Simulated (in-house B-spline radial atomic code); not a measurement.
A fraction x of an electron is removed from 5s in the tellurium ion Te³⁺, starting from [Kr] 4d10 5s2 5p1 and keeping the highest spin. Method: scalar-relativistic (X2C) r2SCAN, spin-polarised, spherical fractional occupations, Fermi nucleus of rms radius 4.7423 fm. Calculated with an all-electron radial atomic-structure program (B-spline basis).

```json
{"x": "0", "E(x) - E(0) (eV)": "0.0000", "5s down level (eV)": "-42.189"}
{"x": "0.1", "E(x) - E(0) (eV)": "4.2658", "5s down level (eV)": "-43.126"}
{"x": "0.17", "E(x) - E(0) (eV)": "7.3074", "5s down level (eV)": "-43.779"}
{"x": "0.26", "E(x) - E(0) (eV)": "11.2854", "5s down level (eV)": "-44.619"}
{"x": "0.43", "E(x) - E(0) (eV)": "19.0060", "5s down level (eV)": "-46.209"}
{"x": "0.5", "E(x) - E(0) (eV)": "22.2630", "5s down level (eV)": "-46.846"}
{"x": "0.53", "E(x) - E(0) (eV)": "?", "5s down level (eV)": "?"}
{"x": "0.7", "E(x) - E(0) (eV)": "?", "5s down level (eV)": "?"}
{"x": "0.87", "E(x) - E(0) (eV)": "40.2090", "5s down level (eV)": "-50.166"}
{"x": "0.9", "E(x) - E(0) (eV)": "41.7180", "5s down level (eV)": "-50.432"}
{"x": "1", "E(x) - E(0) (eV)": "46.8041", "5s down level (eV)": "-"}
```

(1) What belongs in the row x = 0.53?

(2) What belongs in the row x = 0.7?

(3) Check Janak's theorem between x = 0.1 and 0.17.

Results:

(1) An energy change of 23.6724 eV; 5s down at -47.114 eV.

(2) An energy change of 31.8106 eV; 5s down at -48.635 eV.

(3) The slope of the energy is 43.45 eV; the orbital levels give 43.45 eV (-ε of the emptying orbital, averaged over the two points).
